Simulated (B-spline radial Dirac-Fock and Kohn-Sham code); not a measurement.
## Dipole and non-dipole photoemission parameters of Au³⁺ 3d5/2

System: Au³⁺, configuration [Xe] 4f14 5d8; threshold 2250.8 eV (orbital energy of the model). Level of theory: Dirac-Hartree-Slater photoionisation with a Latter tail; cross sections with all multipoles, angular parameters from the dipole term and its interference with E2; a B-spline atomic structure program.

The run's input, task.json:

```json
{"items": [{
  "Z": 79,
  "q": 3,
  "cfg": [[1, 0, 2], [2, 0, 2], [2, 1, 6], [3, 0, 2], [3, 1, 6], [3, 2, 10], [4, 0, 2], [4, 1, 6], [4, 2, 10], [4, 3, 14], [5, 0, 2], [5, 1, 6], [5, 2, 8]],
  "A": 197,
  "rrms": 5.4371,
  "do": "xps",
  "hv": [51.3, 60, 74.3, 100, 111.0, 122.0, 126.0, 200, 202.0, 227.0, 291.0, 300, 400, 475.0, 511.0, 600, 724.0, 885.0, 1310.0, 1510.0, 2770.0, 3090.0, 4170.0, 4220.0, 7520.0, 8000.0, 9251.7, 11300.0, 13600.0, 15000]
}]}
```

Run with: `python xray2_run.py task.json out`

For linearly polarised light dσ/dΩ = σ/(4π) [1 + β P₂(cos θ) + (δ + γ cos²θ) sin θ cos φ], with θ from the polarisation vector and φ the angle between the beam and the projection of the electron momentum on the plane normal to the polarisation.

```
hν (eV)  σ (kb)      β       γ       δ
   2770     305  0.818  -0.235  -0.013
   3090     227  0.985  -0.214   0.010
   4170       ?      ?       ?       ?
   4220    93.6  1.196   0.104   0.060
   7520    15.6  1.196   0.942   0.136
   8000    12.7  1.182   1.035   0.146
 9251.7    7.86  1.143   1.246   0.172
  11300    3.99  1.077   1.529   0.213
  13600    2.09  1.009   1.784   0.258
  15000    1.48  0.970   1.912   0.286
```

Problem. Give the values at 4170 eV.

Solution. σ = 96.9 kb, β = 1.192, γ = 0.088, δ = 0.058.

Values without a named source are computed, but for edge energies of neutral atoms, which are taken from tables.
